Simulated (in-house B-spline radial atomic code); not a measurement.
Atomic self-consistent-field run: Cd8+ (with a hole in an inner shell). Method: Dirac-Hartree-Fock, average of configuration, Fermi nucleus of rms radius 4.6087 fm. Calculated with an all-electron radial atomic-structure program (B-spline basis).

Command:
```bash
python run_scf.py task.json out
```
Settings (nuclear radius in fm, mass in u):
```
Z                48
configuration    1s1 2s2 2p6 3s2 3p6 3d10 4s2 4p6 4d5
hamiltonian      dirac
method           hf
spin_polarised   False
nucleus          fermi
rms_radius       4.6087
atomic_mass      113.90336
speed_of_light   137.035999084
```

Output (hartree, bohr):
```
 radial grid: 65 intervals, B-splines of order 8, outer radius 11.954 bohr

 iter        energy (Eh)    residual
    1       -4569.259060    1.34e+00
    2       -4586.773193    4.92e-01
    3       -4589.443865    1.33e-01
    4       -4589.704697    3.45e-02
    5       -4589.729311    1.87e-02
    6       -4589.733291    7.54e-04
    7       -4589.733296    7.47e-05
    8       -4589.733296    8.06e-06
    9       -4589.733296    3.03e-07

 total energy                     -4589.73330
 kinetic                            4794.4490
 electron-nucleus                 -11170.2059
 electron-electron                  1786.0237

 first-order corrections (not in the total)
   Gaunt                             2.0488
   retardation                      -0.2747
   frequency dependence             -0.0193
   self-energy                       1.7028
   Uehling                          -0.2099
   Wichmann-Kroll                    0.0040
   recoil                            0.0160

 orbital      occ     eigenvalue          <r>       <r^2>       <1/r>       r_max    small
 1s1/2      1.000     -1018.7366    0.0302801  0.00124322     50.8646     0.01958  3.12e-02
 2s1/2      2.000      -160.9592     0.129139   0.0197401     11.9813      0.1099  6.82e-03
 2p1/2      2.000      -151.6446     0.108955   0.0145823     11.9078     0.08432  6.77e-03
 2p3/2      4.000      -144.0194       0.1141   0.0158665     11.1448     0.08864  6.49e-03
 3s1/2      2.000       -36.2183     0.348606    0.139024     4.23674       0.317  1.97e-03
 3p1/2      2.000       -32.0384     0.338261    0.132898     4.14271      0.3022  1.91e-03
 3p3/2      4.000       -30.6142     0.348703    0.141032     3.95944      0.3119  1.83e-03
 3d3/2      4.000       -22.8049     0.320422    0.121845     3.79803      0.2562  1.71e-03
 3d5/2      6.000       -22.5105     0.323856    0.124323     3.74913      0.2591  1.69e-03
 4s1/2      2.000       -10.0612     0.828523    0.771774     1.67017      0.7649  5.32e-04
 4p1/2      2.000        -8.4805     0.862254    0.841417      1.5771       0.786  4.85e-04
 4p3/2      4.000        -8.2034     0.884156    0.884203     1.52564      0.8067  4.68e-04
 4d3/2      2.000        -5.7341     0.983727     1.11144     1.33018      0.8678  3.73e-04
 4d5/2      3.000        -5.6900     0.991817     1.12938       1.317      0.8753  3.68e-04
```

Time taken, with all properties: 1.1 s on 1 thread of Arm Neoverse V1 (shared host).

For the Dirac Hamiltonian the kinetic term is c α·p + (β - 1)c².
